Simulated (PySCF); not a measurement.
## Computed properties of SiHCl₃, SMILES Cl[SiH](Cl)Cl

SiHCl₃, SMILES Cl[SiH](Cl)Cl. The structure is a stationary point at B3LYP-D3(BJ)/def2-SVP. The isomer is the one that the SMILES or the coordinates give; other isomers of the formula were not compared. One conformer was computed; it need not be the lowest. All values are computed for the isolated molecule unless a solvent is named; none is compared with measurement here.

**Structure.** The optimised structure has C3v symmetry. All 9 harmonic modes at B3LYP-D3(BJ)/def2-SVP (PySCF) are real, so it is a minimum. With heavy atoms numbered as in [SiH:1]([Cl:2])([Cl:3])[Cl:4], the shortest bond between them is Si1–Cl2 at 2.055 Å and the longest Si1–Cl3 at 2.055 Å.

**Vibrations.** The strongest infrared lines (harmonic, unscaled, degenerate partners summed) lie at 813 cm⁻¹ (310 km/mol, H 91 %, Si 8 %), 599 cm⁻¹ (253 km/mol, Si 57 %, Cl 37 %), 2309 cm⁻¹ (73 km/mol, H 97 %). The softest mode is at 171 cm⁻¹ and the zero-point energy is 8.9 kcal/mol.

**Electronic structure.** ωB97X/def2-TZVPD (PySCF) places the frontier levels at -11.85 and 1.33 eV, a gap of 13.18 eV, and gives a dipole moment of 0.95 D and a mean polarisability of 65.8 bohr³.

**Excitations.** TDDFT-ωB97X/def2-SVPD (PySCF) has S1 at 7.92 eV (157 nm, f = 0.000, dark); the most intense of the 10 singlets computed lies at 8.89 eV (f = 0.14). Strengths of degenerate partners are summed. T1 (TDA) is at 7.44 eV. No vertical singlet excitation falls in the visible range (under 3.1 eV).

**NMR.** GIAO shifts at KT2/pcSseg-2 (PySCF) (non-relativistic, atoms alike by connectivity averaged): ¹H at 6.8 ppm against TMS; ²⁹Si at 12.9 ppm against TMS. Without spin–orbit terms, shifts of atoms bonded to Cl or Br come out too high.
